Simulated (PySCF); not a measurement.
**CBr4: one-bond stretch**

Method: B3LYP in PySCF with C def2-TZVP, Br def2-TZVP; no relativity; density-fitted integrals.

Rigid scan from the singlet minimum (C–Br 1.956 Å (×4); Br–C–Br 109.5° (×6)). Coordinate: the bond from C to the last atom (Br) scaled, the rest fixed. Energies in kJ/mol from the minimum.

```csv
scale of one bond,E (kJ/mol),dipole size (D)
0.92,21.9,0.48
0.96,4.8,0.25
1.00,0.0,0.00
1.05,5.6,0.34
1.12,26.1,0.86
1.20,57.9,1.51
1.35,121.6,2.73
1.55,193.8,–
1.80,255.2,–
2.20,305.5,–
```

At long bonds a restricted determinant can lie too high, and another spin state can fall below this curve.
